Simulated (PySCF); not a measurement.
ZrI4, optimised at PBE/def2-SVP:

```xyz
5

Zr    -0.0149     0.0096    -0.0163
I     -0.0138     1.0740    -2.4946
I     -0.0196    -2.6818    -0.1936
I      2.1901     0.8185     1.3099
I     -2.2163     0.8261     1.3111
```

Method: PySCF energies plus ideal-gas RRHO corrections (1 bar). All species are closed-shell singlets. I, Zr: scalar-relativistic def2 core potential, no spin-orbit coupling.

Task: List the harmonic frequencies (cm⁻¹, unscaled) at this level and at the other levels, each on its own geometry.

Result: 
- PBE/def2-SVP: 42, 42, 52, 52, 52, 158, 255, 255, 255
- PBE0/def2-TZVP: 43, 43, 53, 53, 53, 163, 261, 261, 262
